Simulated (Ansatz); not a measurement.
Geometry optimisation, UKS PBE/def2-SVP in Ansatz.

Input file:

```yaml
crystal:
  periodic: [false, false, false]
  atoms:
    - { symbol: Hf, position_ang: [-0.149467, -0.245887, -0.511825] }
    - { symbol: Cl, position_ang: [-0.006276, 0.046223, 3.179432] }
    - { symbol: O, position_ang: [1.767047, -0.295415, -0.732976] }
    - { symbol: H, position_ang: [2.726115, -0.349149, -0.828842] }
    - { symbol: O, position_ang: [-1.095957, 1.422196, -0.726926] }
    - { symbol: H, position_ang: [-1.600462, 2.240605, -0.814106] }
    - { symbol: O, position_ang: [-1.13798, -1.898094, -0.399947] }
    - { symbol: H, position_ang: [-1.629351, -2.724883, -0.31826] }
    - { symbol: F, position_ang: [0.034331, 0.155904, 4.79095] }
magnetization:
  spin_polarized: true
  initial_magnetization: 1
basis:
  gaussian: { orbitals: def2-SVP }
hamiltonian:
  xc: pbe
relax:
  f_tol: 0.03
  max_steps: 50
```

Run as:

```bash
$ ansatz run input.yaml --threads 4 --pin off --max-ram 5120MiB --backend cpu --events-out ev --progress --plain --runs-dir out
```

**Question.** Where does it end, and by what steps?

**Answer.** The run converged. After 39 steps the energy has fallen by 4.689 eV; Cl2 moved furthest, 2.53 Å. Parted: Cl2–F9 (1.62 → 3.17 Å). Joined: Hf1–Cl2 (3.71 → 2.61 Å), Hf1–F9 (5.32 → 1.93 Å).

```tsv
step	energy less start (eV)	largest force component (eV/Å)	accepted
0	0.0000	3.897	yes
2	-0.8206	4.201	yes
4	-2.2050	0.883	yes
6	-2.3483	0.245	yes
8	-2.4241	0.274	yes
10	-2.5232	0.151	yes
12	-2.6143	0.191	yes
14	-2.7231	0.290	yes
16	-2.9074	0.539	yes
18	-3.3203	1.088	yes
20	-3.9796	0.794	yes
22	-4.1562	0.232	yes
24	-4.2509	0.727	yes
26	-4.4369	0.642	yes
28	-4.5685	0.615	yes
30	-4.6107	0.144	yes
32	-4.6378	0.262	yes
34	-4.6588	0.257	yes
36	-4.6747	0.421	yes
38	-4.6880	0.120	yes
39	-4.6888	0.026	yes
```

```xyz
9
Properties=species:S:1:pos:R:3
Hf -0.298 -0.088 0.731
Cl 1.884 0.923 1.746
O 1.540 -0.281 -0.341
H 2.247 -0.928 -0.142
O -1.248 1.443 0.045
H -1.976 1.908 -0.388
O -1.009 -1.677 -0.107
H -1.373 -2.500 -0.453
F -0.860 -0.449 2.546
```

The run took 110 s on 4 threads of Arm Neoverse V2 (shared host), peak memory 0.22 GiB.
